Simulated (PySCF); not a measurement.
# [AsF2]+: breathing scan

Method: PySCF, PBE0, basis As def2-TZVP, F def2-TZVP (no relativity, density fitting).

Rigid scan from the singlet minimum (As–F 1.656 Å (×2); F–As–F 98.4°). Coordinate: all bonds to the central atom scaled together. Energies in kJ/mol from the minimum.

| scale of all bonds to the centre | E (kJ/mol) | dipole size (D, about the centre of mass) |
| --- | --- | --- |
| 0.88 | 232.7 | 1.44 |
| 0.92 | 89.9 | 1.84 |
| 0.96 | 19.7 | 2.24 |
| 1.00 | 0.0 | 2.64 |
| 1.04 | 15.4 | 3.02 |
| 1.08 | 54.7 | 3.40 |
| 1.14 | 142.1 | 3.91 |
| 1.22 | 285.3 | 4.52 |
| 1.35 | 531.0 | 5.29 |

At long bonds a restricted determinant can lie too high, and another spin state can fall below this curve.

Other isomers or separated fragments may lie lower.

The scan took 9.4 s on 2 threads of a shared Arm Neoverse V1 host; the process peaked at 0.95 GiB.
